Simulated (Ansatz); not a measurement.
Task: Name a neutral molecule of C, Cl, Si and H with HOMO–LUMO gap (B3LYP/def2-TZVPP) between 8.90 and 9.20 eV and HOMO energy (PBE/def2-TZVPP) between -7.65 and -7.35 eV (Ansatz, PBE0-D4/def2-TZVP geometry).

Result: `C[SiH](Cl)Cl` (8.93 eV, -7.48 eV). Other molecules can fit too; these were computed, each in one conformer that needn't be the lowest.

B3LYP here is the variant with VWN-RPA as its local correlation; programs differ in this.
